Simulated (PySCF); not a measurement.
**Removal energies of Os⁵⁸⁺ from EOM-IP-GCCSD**

Reference: closed-shell Os⁵⁸⁺, [Ar]; one electron is removed. Calculated with PySCF 2.14, two-component X2C-1e with screened spin-orbit coupling, an uncontracted even-tempered set (17 s from 6.1 bohr⁻², ratio 2.6; 14 p from 8 bohr⁻², ratio 2.6; 5 d from 8.2 bohr⁻², ratio 2.8; 3 f from 130 bohr⁻², ratio 2.8); frozen [Ne]; the 60 highest virtual spinors dropped; of the others 54 kept and the rest restored at second order. No Breit or QED terms. Binding energies in eV.

```json
{"level": "3s1/2", "Koopmans": "6744.7", "second order": "6740.2", "EOM-CCSD": "6723.8"}
{"level": "3p1/2", "Koopmans": "6520.9", "second order": "6520.5", "EOM-CCSD": "6520.5"}
{"level": "3p3/2", "Koopmans": "6118.5", "second order": "6119.6", "EOM-CCSD": "6120.0"}
```

In EOM-CCSD the overlap with the one-orbital guess is low for 3s1/2 (weight 0.79). That can mean mixing with two-hole, one-particle states, where second order and EOM-CCSD lose accuracy, or only a rotation among the degenerate components of the shell; the terms of those configurations are not listed.

For comparison, the ionisation energy of Os⁵⁸⁺ is 6115 ± 6 eV (theoretical estimate listed by NIST; NIST Atomic Spectra Database, ionization energies).
